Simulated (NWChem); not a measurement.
System: MgHCl; SMILES [MgH][Cl]

Program: NWChem. The geometry was optimised at B3LYP/6-31G* (spherical d). Level: PBE0/aug-cc-pVDZ; rows give the wavelength of the field.

| field | isotropic polarisability (bohr³) | anisotropy (bohr³) |
|---|---|---|
| static | 41.6 | 13.3 |
| 1065 nm | 42.3 | 13.7 |
| 589 nm | 44.2 | 14.7 |
